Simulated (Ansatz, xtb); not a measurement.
**Isomers of C2H10B2NP in order of energy**

4 gas-phase structures of C2H10B2NP, from a drawn sample of its isomers (lower ones may exist). Each was relaxed with GFN2-xTB; where two conformers were screened, the lower at r2SCAN-D4/def2-SVP//GFN2-xTB is listed:

A. `BN(BP)CC`, a singlet
B. `CB(C)NBP`, a singlet
C. `CBNCBP`, a singlet
D. `BNB(P)CC`, a singlet

**Question.** Make a reasoned guess at their ranking by r2SCAN-D4/def2-SVP//GFN2-xTB single-point energy.

**Answer.** Calculated order at r2SCAN-D4/def2-SVP//GFN2-xTB: B (0.000), D (0.652), A (1.297), C (1.715) eV.

Energies above the lowest of each column, in eV; the last columns are at r2SCAN-D4/def2-SVP geometries and were run for some of them only (a dash: not run or not comparable):

| structure | GFN2-xTB | HF/STO-3G | r2SCAN-D4/def2-SVP//GFN2-xTB | r2SCAN-D4/def2-SVP | CCSD(T)/def2-SVP + ΔMP2/def2-TZVPP |
| --- | --- | --- | --- | --- | --- |
| B | 0.232 | 0.000 | 0.000 | 0.000 | 0.000 |
| D | 0.261 | 0.525 | 0.652 | 0.646 | 0.585 |
| A | 0.000 | 0.951 | 1.297 | 1.279 | 1.143 |
| C | 1.273 | 1.837 | 1.715 | – | – |

CCSD(T)/def2-SVP + ΔMP2/def2-TZVPP puts B lowest of those it was run on; GFN2-xTB picks A. Flexible structures stand in one conformer each, not always the lowest. Frequencies (GFN2-xTB) were run for A, B, D alone. ΔMP2 is the change of the MP2 energy from the smaller to the larger basis.

Over these structures GFN2-xTB departs from r2SCAN-D4/def2-SVP//GFN2-xTB by 0.411 eV on average once a common shift is removed. A GFN2-xTB relaxation took about 0.23 s and the r2SCAN-D4/def2-SVP//GFN2-xTB energy about 1.8 s on a shared host (Ansatz 0.2.0, xtb 6.7.1).
